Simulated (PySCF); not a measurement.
This script is equivalent to a calculation on Ne²⁺ (neon, charge +2).

```python
from pyscf import gto, scf, dft, mp, cc
import basis_set_exchange as bse
mol = gto.M(atom="Ne 0 0 0", charge=2, spin=2, symmetry="D2h",
            basis=gto.basis.parse(bse.get_basis("aug-cc-pVDZ-DK", elements=["Ne"], fmt="nwchem", header=False)),
            nucmod="G")
mf = scf.UHF(mol).sfx2c1e()
mf.irrep_nelec = {'Ag': (2, 2), 'B1u': (1, 0), 'B2u': (1, 1), 'B3u': (1, 0)}
mf.kernel()
```

Q: What total energy does it give?

A: -126.45984 hartree (calculated).

Q: Which occupied shell lies highest, and where?

A: 2p β, at -63.921 eV.

Q: What is ⟨S²⟩, and what would a pure spin state give?

A: 2.003, against 2.00.
